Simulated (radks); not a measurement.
The numbers below are computed, except where a source is named.
Valence configurations of V II (all share [Ar]). Level of theory: non-relativistic Kohn-Sham, BLYP, spin-polarised, spherical densities, point nucleus; open shells are filled with parallel spins first (a radial shooting solver on a logarithmic mesh with Libxc functionals). Energies are relative to 3d4; eigenvalues in eV for spin up.

| valence | E (eV) | moment (Bohr magnetons) | e(3d) | e(4p) | e(4s) |
|---|---|---|---|---|---|
| 3d4 | 0.000 | 4 | -9.758 | - | - |
| 3d3 4s1 | 1.073 | 4 | -13.573 | - | -11.306 |
| 3d2 4s2 | 5.920 | 2 | -18.331 | - | -12.519 |
| 3d3.5 4p0.5 | 2.237 | 4 | -12.108 | -6.894 | - |
| 3d2 4s1 4p1 | 9.471 | 4 | -19.409 | -8.899 | -13.591 |
| 3d3 4s0.5 4p0.5 | 3.162 | 4 | -14.139 | -7.459 | -11.649 |
| 3d2 4s0.5 4p1.5 | 11.824 | 4 | -19.939 | -9.157 | -13.878 |
| 3d3 4p1 | 5.263 | 4 | -14.692 | -7.755 | - |
| 3d3.5 4s0.5 | 0.256 | 4 | -11.543 | - | -10.506 |
| 3d1 4s0.5 4p2.5 | 24.955 | 4 | -26.352 | -10.775 | -16.033 |

NIST lists [Ar] 3d4 as the ground configuration; this level of theory agrees among the configurations tried. The energies are those of spherical high-spin densities, not of single terms.
